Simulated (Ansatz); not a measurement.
ammonium (SMILES [NH4+]) moved off its minimum; all values from Ansatz (a program for electronic structure), cores frozen in correlated methods.
(charge 1, multiplicity 1)
```xyz
5

N     -0.03498     0.01586    -0.00839
H     -0.66156    -0.29353    -0.69768
H      0.05721     1.06525    -0.00544
H     -0.30402    -0.29980     0.91713
H      0.91514    -0.42820    -0.21006
```

### Question
Give the forces (eV/Å), the total energy and the dipole at CCSD(T)/aug-cc-pVTZ.

### Answer

```tsv
atom	Fx	Fy	Fz
N1	3.201	0.897	0.865
H2	-1.425	-0.478	-1.276
H3	-0.120	-1.169	-0.114
H4	-0.361	-0.083	0.311
H5	-1.296	0.832	0.215
```
Energy -56.8141 hartree.
